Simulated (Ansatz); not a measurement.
BrF2H3Si2, SMILES `F[SiH2][SiH](F)Br`. Charge 0, multiplicity 1.

```tsv
atom	x (Å)	y (Å)	z (Å)
F1	-1.7780	0.6086	-1.2624
Si2	-0.9540	0.7498	0.1049
Si3	0.8125	-0.7996	0.0453
F4	1.6118	-0.6956	1.4256
Br5	2.1771	-0.2529	-1.6055
H6	-0.4195	2.1298	0.2026
H7	-1.8782	0.4768	1.2346
H8	0.4282	-2.2169	-0.1451
```

Task: What are the harmonic wavenumbers in cm⁻¹ at PBE0-D4/def2-TZVP (Ansatz, finite differences of forces, unscaled)? (An estimate is asked.)

Result: The calculation gave: 36, 75, 152, 195, 238, 379, 492, 513, 719, 760, 794, 848, 880, 912, 944, 2230, 2246, 2250.

Task: Is this a minimum?

Result: Yes, all 18 modes are real.

Task: Give the ideal-gas thermochemistry at 298.15 K and 1 bar (rigid rotor, harmonic oscillator; point group C1, symmetry number 1).

Result: Zero-point energy 87.7 kJ/mol; H(298) − E = 109.8 kJ/mol; entropy 379.0 J/(mol·K), of which translation 173.4, rotation 122.8, vibration 82.8; G(298) − E = -3.2 kJ/mol. Modes under 100 cm⁻¹ are hindered rotations or soft bends, so the harmonic entropy is rough.

Task: And at 400, 500, 600, 800 and 1000 K?

Result: 
| T (K) | H − E (kJ/mol) | S (J/mol/K) | G − E (kJ/mol) |
| --- | --- | --- | --- |
| 400 | 121.6 | 412.9 | -43.6 |
| 500 | 134.4 | 441.6 | -86.4 |
| 600 | 148.3 | 466.8 | -131.8 |
| 800 | 178.0 | 509.4 | -229.6 |
| 1000 | 209.6 | 544.6 | -335.1 |
